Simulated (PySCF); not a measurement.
A structure optimised at PBE0-D3(BJ)/def2-SVP, used in a PySCF frequency run:

```xyz
8

O     -0.2960    -0.7052     1.7068
Si    -0.2721    -0.1345     0.1622
F     -1.7483    -0.3328    -0.4723
S      1.2226    -1.2409    -0.8403
S      0.0611     1.9490    -0.0586
H     -0.9970    -0.3725     2.2779
H      1.0613    -2.3121    -0.0306
H      1.3070     1.8762     0.4600
```

Q: Write its SMILES and formula.

A: O[Si](F)(S)S, FH3OS2Si

Q: What are its rotational constants (standard atomic weights)?

A: 2.8139, 1.8883, 1.5768 GHz
